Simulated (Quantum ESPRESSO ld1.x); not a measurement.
Values are calculated unless marked as measured or tabulated.
The nuclear charge of neutral osmium is varied continuously with 76 electrons held in [Xe] 4f14 5d6 6s2. Level of theory: Dirac Kohn-Sham, BLYP, spin-unpolarised, spherical densities, point nucleus; open shells are shared between the two j in proportion to 2j + 1 (ld1.x of Quantum ESPRESSO 7.5). By the Hellmann-Feynman theorem dE/dZ = E(electron-nucleus)/Z, the electronic potential at the nucleus.

| Z | E (hartree) | E(electron-nucleus)/Z (hartree) | HOMO | e(HOMO) (eV) | <r> HOMO (bohr) |
|---|---|---|---|---|---|
| 75.5 | -16999.31 | -563.957 | 5d5/2 | -1.248 | 2.021 |
| 75.75 | -17140.67 | -566.921 | 5d5/2 | -3.368 | 1.932 |
| 76 | -17282.77 | -569.886 | 5d5/2 | -5.705 | 1.859 |
| 76.25 | -17425.61 | -572.854 | 6s1/2 | -8.019 | 2.891 |
| 76.5 | -17569.19 | -575.825 | 6s1/2 | -10.095 | 2.800 |
| 76.75 | -17713.52 | -578.800 | 6s1/2 | -12.285 | 2.717 |
| 77 | -17858.59 | -581.780 | 6s1/2 | -14.583 | 2.642 |

The central difference of E at Z = 76 is -569.886 hartree, to compare with the third column; the second derivative is -11.9 hartree.
